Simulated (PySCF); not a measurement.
BrFH2OSi, SMILES O[SiH](F)Br. Coordinates come from a r2SCAN-D4/def2-SVP optimisation. One conformer was computed; it need not be the lowest.

The numbers are results of PySCF 2.14.0 with r2SCAN-D4/def2-SVP, not measurements.

Harmonic wavenumbers (cm⁻¹): 172, 221, 282, 341, 446, 744, 823, 848, 891, 982, 2343, 3880. Rotational constants (GHz): 6.596, 2.026, 1.668; symmetry number 1.

### Question
Work out the zero-point energy and the ideal-gas rigid-rotor harmonic-oscillator thermochemistry at 298.15 K and 1 atm.

### Answer
ZPE = ½ Σ hcν = ½ × 11972 cm⁻¹ = 17.11 kcal/mol. H − E(el) = 21.08 kcal/mol. Entropy in cal/(mol K): translation 40.83, rotation 27.07, vibration 8.77, total 76.67. G − E(el) = -1.78 kcal/mol. Cp = 19.16 cal/(mol K).
